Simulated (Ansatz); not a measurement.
Ansatz (an electronic-structure program) input for CH6ClGeN, SMILES [CH3][Ge@H]([NH2])[Cl], CAM-B3LYP/def2-SVPD. Coordinates come from a PBE0-D3(BJ)/def2-SVP optimisation. The structure was generated by enumeration; whether it is a known compound was not checked. Other conformers were not sampled.

Ansatz 0.2 input:
```yaml
crystal:
  periodic: [false, false, false]
  atoms:
    - {symbol: C, position_ang: [-1.48133516, -1.28820148, -0.11044215]}
    - {symbol: Ge, position_ang: [0.02504573, -0.11855726, -0.43002761]}
    - {symbol: N, position_ang: [1.56941851, -1.06830137, -0.28463660]}
    - {symbol: Cl, position_ang: [-0.10090808, 1.47469717, 1.07122633]}
    - {symbol: H, position_ang: [-1.49484866, -2.09565544, -0.85664466]}
    - {symbol: H, position_ang: [-1.40410129, -1.72810297, 0.89420793]}
    - {symbol: H, position_ang: [-2.41994691, -0.72042927, -0.17032868]}
    - {symbol: H, position_ang: [0.03638465, 0.59206940, -1.78990963]}
    - {symbol: H, position_ang: [1.67873227, -1.57649610, 0.58933710]}
    - {symbol: H, position_ang: [2.41983552, -0.54008669, -0.46151720]}
basis:
  gaussian:
    orbitals: def2-SVPD
hamiltonian:
  xc: {name: CAM-B3LYP}
```

Program output:

```
WARN ansatz: RAYON_NUM_THREADS=1 ignored (pool sized by the plan → 1); use --threads N
Functional definition: CAM-B3LYP
integrals: 0.12 GiB planned
1438 factors; their error is unknown
integrals: 0.15 GiB planned
535 factors; integrals over basis functions are off by at most 2.1e-5 eV
mean field: 1.10 GiB planned
mean field evaluation 1: about -71650.2898 eV, gradient 5.9e1 eV
mean field evaluation 2: about -71648.0347 eV, gradient 6.7e1 eV
mean field evaluation 4: about -71657.2490 eV, gradient 2.1e0 eV
mean field evaluation 8: about -71657.2595 eV, gradient 2.6e-2 eV
mean field evaluation 16: about -71657.4342 eV, gradient 3.3e-5 eV
mean field -71657.43422475 eV, -2633.3621366062 hartree, gradient 3.3e-5 eV, S^2 0.000000; 0 other end points of the search recorded, 0 dependent functions left out
reference -71657.43436354 eV, -2633.3621417065 hartree; 34, 34 occupied and 119, 119 virtual orbitals, 1438 factors
Total energy: -71657.43436354 eV, -2633.3621417065 hartree
```

The run converged.
